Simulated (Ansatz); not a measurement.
Mulliken charges of H5O2PSi (`O[SiH2]PO`) from r2SCAN/def2-TZVPP in Ansatz (PBE0-D4/def2-TZVP geometry).

```json
{"atom": "O1", "x (Å)": "-0.981", "y (Å)": "0.748", "z (Å)": "-1.260", "charge (e)": "-0.422"}
{"atom": "Si2", "x (Å)": "0.434", "y (Å)": "0.978", "z (Å)": "-0.450", "charge (e)": "0.510"}
{"atom": "P3", "x (Å)": "0.898", "y (Å)": "-0.880", "z (Å)": "0.759", "charge (e)": "0.058"}
{"atom": "O4", "x (Å)": "-0.718", "y (Å)": "-1.190", "z (Å)": "1.100", "charge (e)": "-0.405"}
{"atom": "H5", "x (Å)": "-1.619", "y (Å)": "0.199", "z (Å)": "-0.794", "charge (e)": "0.216"}
{"atom": "H6", "x (Å)": "0.334", "y (Å)": "2.124", "z (Å)": "0.494", "charge (e)": "-0.104"}
{"atom": "H7", "x (Å)": "1.509", "y (Å)": "1.243", "z (Å)": "-1.437", "charge (e)": "-0.080"}
{"atom": "H8", "x (Å)": "1.029", "y (Å)": "-1.695", "z (Å)": "-0.405", "charge (e)": "0.005"}
{"atom": "H9", "x (Å)": "-0.796", "y (Å)": "-1.574", "z (Å)": "1.976", "charge (e)": "0.222"}
```

Question: By hand: the dipole of these point charges (1 e Å = 4.8032 D).

Answer: Σ q r = (0.301, -0.021, 0.229) e Å, of length 0.379 e Å = 1.82 D.

Question: How does the dipole of the full density compare? (Best estimate.)

Answer: Ansatz gave: (-0.085, -0.221, 0.307) e Å, 1.86 D; the point charges give 0.98 times that, at 70° from its direction.

Point charges leave out the atoms' own dipoles, such as those of lone pairs, and Mulliken's split depends on the basis, so the two needn't agree.
